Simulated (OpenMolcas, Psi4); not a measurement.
**CuF (fluorocopper): the vertical ionisation energy from total energies**

CuF: 2 atoms, total charge 0, spin state singlet. As SMILES, `[F][Cu]`. The coordinates come from a PBE0-D4/def2-TZVP relaxation.

```csv
atom,x (Å),y (Å),z (Å)
F,0.7510,-0.2689,0.3771
Cu,-0.7510,0.2689,-0.3771
```

Both states at this one shape; open shells run unrestricted unless said. 1 Eh = 27.2114 eV.

```tsv
level	program	singlet CuF (Eh)	doublet CuF+ (Eh)	HOMO of the first (eV)
BLYP/def2-TZVPP	Psi4	-1740.506990	-1740.117813	-6.00
M06-2X/def2-TZVPP	OpenMolcas	-1740.323644	-1739.938121	-9.48
```

Problem. Work out the vertical ionisation energy at each level.

Solution. 
1. BLYP/def2-TZVPP: -1740.117813 − (-1740.506990) = 0.389177 Eh = 10.59 eV; −ε(HOMO) = 6.00 eV.
2. M06-2X/def2-TZVPP: -1739.938121 − (-1740.323644) = 0.385523 Eh = 10.49 eV; −ε(HOMO) = 9.48 eV.

No measured value is set beside it here; the levels span 10.49 to 10.59 eV. In semi-local functionals −ε(HOMO) lies far under the ionisation energy, a result of self-interaction, while the difference of totals does much better.
